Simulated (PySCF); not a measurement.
Computed shifts of a molecule C4H5F, PBE/pcSseg-1 in PySCF, GIAO, gas phase, atoms alike by connectivity averaged where their shifts nearly agree, in ppm (number of nuclei): ¹³C: 87.1 (1), 84.4 (1), 80.7 (1), 27.0 (1). ¹⁹F: -226.8 (1). ¹H: 5.64 (1), 2.60 (1), 1.76 (3). References: ¹³C against TMS (σ = 182.0 ppm); ¹⁹F against CFCl3 (σ = 133.6 ppm); ¹H against TMS (σ = 31.49 ppm), references at their B3LYP-D3(BJ)/def2-TZVP geometries, non-relativistic. The structure is a stationary point at PBE0-D3(BJ)/def2-SVP. The values are those of a single conformer.

Problem. Pick the molecule that these values belong to.
A) C#C[C@H](C)F
B) F[C@H]1C=CC1
C) C=C=C(C)F
D) CC=C=CF

Solution. A, C#C[C@H](C)F
